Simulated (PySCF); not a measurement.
# heptachlorodialuminate anion: 4 charge schemes on one density

Heptachlorodialuminate anion, Al2Cl7 (charge -1).
SMILES with atom numbers: `[Cl:1][Al-:2]([Cl:3])([Cl:4])[Cl+:5][Al-:6]([Cl:7])([Cl:8])[Cl:9]`

Structure used (PBE0-D3(BJ)/def2-SVP), in Å, numbered top down from 1:
```
atom  x, y, z in Å
Cl1    0.0652    2.3513   -0.9082
Al2   -1.5779    1.0486   -0.6134
Cl3   -2.7341    1.4608    1.1240
Cl4   -2.7596    0.7427   -2.3568
Cl5   -0.7392   -1.0482   -0.1921
Al6    1.5603   -1.0894   -0.1304
Cl7    2.1509    0.2071    1.4410
Cl8    1.8895   -3.1518    0.3074
Cl9    2.2027   -0.5385   -2.0738
```

Density: PBE0/pcSseg-1 (PySCF); schemes: Mulliken, IAO, Hirshfeld and ESP-fitted. Isolated species at its PBE0-D3(BJ)/def2-SVP geometry, gas phase. The pcSseg-1 basis has no diffuse functions, a weakness for an anion.

Q: For which atoms does the sign change between the 4 schemes (beyond +0.03 e in one, beyond −0.03 e in another)?

A: For none.

Q: Do the Mulliken, IAO, Hirshfeld and ESP-fitted schemes agree on where the charge is highest?

A: All schemes pick atoms of one kind: Mulliken Al6 (+0.977); IAO Al2 (+0.830); Hirshfeld Al2 (+0.330); ESP-fitted Al2 (+0.537).

Q: Do the Mulliken, IAO, Hirshfeld and ESP-fitted schemes agree on where the charge is lowest?

A: All schemes agree: Mulliken Cl8 (-0.431); IAO Cl8 (-0.416); Hirshfeld Cl8 (-0.280); ESP-fitted Cl8 (-0.338).

Q: Give the atomic charges in each scheme.

A: In e:

```json
{"atom": "Cl1", "environment": "chlorine bonded to Al", "Mulliken": "-0.405", "IAO": "-0.382", "Hirshfeld": "-0.239", "ESP-fitted": "-0.295"}
{"atom": "Al2", "environment": "aluminium bonded to 4 Cl", "Mulliken": "+0.953", "IAO": "+0.830", "Hirshfeld": "+0.330", "ESP-fitted": "+0.537"}
{"atom": "Cl3", "environment": "chlorine bonded to Al", "Mulliken": "-0.424", "IAO": "-0.409", "Hirshfeld": "-0.273", "ESP-fitted": "-0.332"}
{"atom": "Cl4", "environment": "chlorine bonded to Al", "Mulliken": "-0.425", "IAO": "-0.410", "Hirshfeld": "-0.275", "ESP-fitted": "-0.334"}
{"atom": "Cl5", "environment": "chlorine bonded to 2 Al", "Mulliken": "-0.411", "IAO": "-0.246", "Hirshfeld": "-0.074", "ESP-fitted": "-0.146"}
{"atom": "Al6", "environment": "aluminium bonded to 4 Cl", "Mulliken": "+0.977", "IAO": "+0.826", "Hirshfeld": "+0.329", "ESP-fitted": "+0.513"}
{"atom": "Cl7", "environment": "chlorine bonded to Al", "Mulliken": "-0.416", "IAO": "-0.396", "Hirshfeld": "-0.258", "ESP-fitted": "-0.303"}
{"atom": "Cl8", "environment": "chlorine bonded to Al", "Mulliken": "-0.431", "IAO": "-0.416", "Hirshfeld": "-0.280", "ESP-fitted": "-0.338"}
{"atom": "Cl9", "environment": "chlorine bonded to Al", "Mulliken": "-0.416", "IAO": "-0.397", "Hirshfeld": "-0.259", "ESP-fitted": "-0.303"}
```

Mean size of the charges over all atoms: Mulliken 0.540 e, IAO 0.479 e, ESP-fitted 0.345 e, Hirshfeld 0.257 e. Each set sums to the total charge, -1, to within 0.001 e. The ESP scheme fits charges at the nuclei, held to the total charge, to the electrostatic potential on points at 1.4 to 2.0 times the van der Waals radii.

Q: How many electrons does the Mulliken scheme count on Al6?

A: Z − q = 13 − (+0.977) ≈ 12.024.

Q: Sum the charges by element.

A: 
```
element  atoms  Mulliken     IAO  Hirshfeld  ESP-fitted
     Cl      7    -2.929  -2.656     -1.658      -2.050
     Al      2    +1.929  +1.656     +0.658      +1.050
```
